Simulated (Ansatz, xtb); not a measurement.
Breaking the Al1–H2 bond in AlH5Si (SMILES [AlH2][SiH3]) (multiplicity 1 held, fragments rigid). Energies count from the point at 1.583 Å.
Geometry at that point (charge 0, multiplicity 1):
```xyz
7

Al     0.03395    -0.60451    -1.15928
H     -1.28812    -0.73734    -2.02063
H      1.38584    -1.18781    -1.74138
Si    -0.02792     0.52763     1.02391
H     -0.03927     2.00389     0.82697
H      1.14506     0.20807     1.87836
H     -1.25391     0.18491     1.79249
```

Restricted levels (R-, RO-) in cc, def2 and unpolarised 6-31G sets keep to the state of the molecule at rest. Active spaces are followed from a long bond inwards. Curves can end on different states.

Frozen-core correlation.

Run with Ansatz (an electronic-structure program); xtb for the GFN methods. Values without a source in brackets are computed. The GFN methods have no spin term and hold the electronic entropy of 300 K.

Energies in eV.

```json
[
 {"R (Å)": "1.267", "GFN2-xTB": "0.92", "R-SCS-MP2/cc-pV(D+d)Z": "1.07", "CASSCF(2,2)/cc-pV(D+d)Z": "1.15", "FIC-MRCISD+Q on CASSCF(2,2)/cc-pV(D+d)Z": "1.07"},
 {"R (Å)": "1.425", "GFN2-xTB": "0.14", "R-SCS-MP2/cc-pV(D+d)Z": "0.21", "CASSCF(2,2)/cc-pV(D+d)Z": "0.26", "FIC-MRCISD+Q on CASSCF(2,2)/cc-pV(D+d)Z": "0.21"},
 {"R (Å)": "1.583", "GFN2-xTB": "0.00", "R-SCS-MP2/cc-pV(D+d)Z": "0.00", "CASSCF(2,2)/cc-pV(D+d)Z": "0.00", "FIC-MRCISD+Q on CASSCF(2,2)/cc-pV(D+d)Z": "0.00"},
 {"R (Å)": "1.742", "GFN2-xTB": "0.11", "R-SCS-MP2/cc-pV(D+d)Z": "0.14", "CASSCF(2,2)/cc-pV(D+d)Z": "0.08", "FIC-MRCISD+Q on CASSCF(2,2)/cc-pV(D+d)Z": "0.13"},
 {"R (Å)": "1.900", "GFN2-xTB": "0.32", "R-SCS-MP2/cc-pV(D+d)Z": "0.47", "CASSCF(2,2)/cc-pV(D+d)Z": "0.35", "FIC-MRCISD+Q on CASSCF(2,2)/cc-pV(D+d)Z": "0.44"},
 {"R (Å)": "2.138", "GFN2-xTB": "0.72", "R-SCS-MP2/cc-pV(D+d)Z": "1.12", "CASSCF(2,2)/cc-pV(D+d)Z": "0.88", "FIC-MRCISD+Q on CASSCF(2,2)/cc-pV(D+d)Z": "1.04"},
 {"R (Å)": "2.375", "GFN2-xTB": "1.19", "R-SCS-MP2/cc-pV(D+d)Z": "1.80", "CASSCF(2,2)/cc-pV(D+d)Z": "1.44", "FIC-MRCISD+Q on CASSCF(2,2)/cc-pV(D+d)Z": "1.65"},
 {"R (Å)": "2.771", "GFN2-xTB": "2.03", "R-SCS-MP2/cc-pV(D+d)Z": "2.82", "CASSCF(2,2)/cc-pV(D+d)Z": "2.23", "FIC-MRCISD+Q on CASSCF(2,2)/cc-pV(D+d)Z": "2.50"},
 {"R (Å)": "3.167", "GFN2-xTB": "2.84", "R-SCS-MP2/cc-pV(D+d)Z": "3.63", "CASSCF(2,2)/cc-pV(D+d)Z": "2.76", "FIC-MRCISD+Q on CASSCF(2,2)/cc-pV(D+d)Z": "3.05"},
 {"R (Å)": "3.642", "GFN2-xTB": "3.62", "R-SCS-MP2/cc-pV(D+d)Z": "4.31", "CASSCF(2,2)/cc-pV(D+d)Z": "3.09", "FIC-MRCISD+Q on CASSCF(2,2)/cc-pV(D+d)Z": "3.38"},
 {"R (Å)": "4.275", "GFN2-xTB": "4.24", "R-SCS-MP2/cc-pV(D+d)Z": "4.75", "CASSCF(2,2)/cc-pV(D+d)Z": "3.23", "FIC-MRCISD+Q on CASSCF(2,2)/cc-pV(D+d)Z": "3.52"},
 {"R (Å)": "5.067", "GFN2-xTB": "4.52", "R-SCS-MP2/cc-pV(D+d)Z": "4.68", "CASSCF(2,2)/cc-pV(D+d)Z": "3.27", "FIC-MRCISD+Q on CASSCF(2,2)/cc-pV(D+d)Z": "3.56"}
]
```

Doubts at one or more of the structures used: a restricted determinant that unrestricted orbitals would lower (R-SCS-MP2/cc-pV(D+d)Z).
